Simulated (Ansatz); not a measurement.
The cluster Ga₃As₄, relaxed as a doublet with UKS PBE-D4/def2-SVP in Ansatz, starting from the GFN1-xTB geometry. Force threshold 0.03 eV/Å.

The structure comes from a short search, and lower isomers may exist.

Start:

Cartesian coordinates in Å:
```
Ga -0.6862 -1.7486 1.5141
Ga 0.6203 -1.4526 -0.6933
Ga -0.4281 0.9283 1.2463
As 1.8870 0.5080 1.1429
As 1.6209 0.8729 -1.2194
As -2.2820 0.3371 -0.0926
As -0.7320 0.5549 -1.8980
```

Estimate the energy that the relaxation releases and the steps that it takes.

0.76 eV, in 16 steps; 3.2 min on 4 threads of Intel Xeon on a shared host. No frequencies were taken in this run, so the end may be a saddle point.

Does the start keep its bonding?

Bonds formed: Ga1–As4, Ga1–As6, Ga2–As6, Ga3–As5, Ga3–As7 (atoms count from 1).

Predict the relaxed structure.


```xyz
7

Ga   -0.575   -1.357    1.918
Ga    0.399   -1.527   -0.916
Ga   -0.420    1.485    0.973
As    1.717   -0.191    1.049
As    1.572    1.062   -1.016
As   -1.969   -0.403   -0.208
As   -0.724    0.931   -1.800
```
Bond lengths (bridged metal pairs left out): 10 × As–Ga 2.71 to 2.85 Å; 3 × As–As 2.42 to 2.43 Å.
